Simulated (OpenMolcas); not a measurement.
## Ni3+, Pd3+, Pt3+: d⁷ down the group

```json
{
  "Program": "OpenMolcas 26.06",
  "Method": "MS-CASPT2, IPEA 0.25 Eh, imaginary shift 0.1 Eh",
  "Basis": "ANO-RCC-VTZP",
  "Scalar Hamiltonian": "DKH2, point nucleus",
  "Spin-orbit coupling": "state interaction with AMFI integrals over the reference wave functions, term energies averaged over their components"
}
```

Active space for each ion: 7 electrons in 5 orbitals (d); closed shells correlated by CASPT2: Ni3+ 3s 3p; Pd3+ 4s 4p; Pt3+ 5s 5p.

Computed levels in cm-1 above ⁴F_9/2:

```csv
Level,Ni3+,Pd3+,Pt3+
⁴F_7/2,1150,2780,9670
⁴F_5/2,1984,4490,11120
⁴F_3/2,2550,5550,16360
⁴P_5/2,18460,13580,17340
⁴P_1/2,19330,15330,20910
²G_9/2,20020,15560,19230
²G_7/2,21120,18260,26150
²P_1/2,24740,21710,34190
²H_11/2,27430,20990,25680
weight of ⁴F in the lowest level (%),100,97,84
```

Mixed levels, with the weight of the term that names them: Pt3+ ⁴F_5/2 (58 %), Pt3+ ⁴F_3/2 (50 %), Pt3+ ⁴P_1/2 (69 %), Pt3+ ²G_9/2 (59 %), Pt3+ ²P_1/2 (69 %).

Measured, with the error of the calculation in %. Measured levels: Ni3+ from Corliss and Sugar, J. Phys. Chem. Ref. Data 10, 197 (1981).

```csv
Level,Ni3+
⁴F_7/2,1190 (-3.3)
⁴F_5/2,2042 (-2.8)
⁴F_3/2,2621 (-2.6)
⁴P_5/2,18119 (+1.9)
⁴P_1/2,18958 (+2.0)
²G_9/2,19830 (+1.0)
²G_7/2,20948 (+0.8)
²P_1/2,24651 (+0.4)
²H_11/2,26649 (+2.9)
```

The fine-structure level ⁴F_3/2 changes by a factor of 6.42 from Ni3+ to Pt3+.

Without spin-orbit coupling ⁴P lies 17710, 11800, 10290 cm-1 above ⁴F in that order; the difference to the level ⁴P_5/2, of either sign, comes from spin-orbit coupling, which also lowers the zero.

CASPT2 breaks the degeneracy within a term, and the mean is taken; among the terms shown or strongly mixed into the levels shown the widest spread is 990 cm-1 (3d⁷ ⁴F, Ni3+). Terms from blocks run as CI alone lack orbitals of their own. Computed and measured levels are paired by configuration, term and J; levels that our copy of the source lacks, or whose pairing is in doubt (as where it misses far off the trend of its configuration), stay unpaired and out of the deviations. Only configurations of the active space appear.
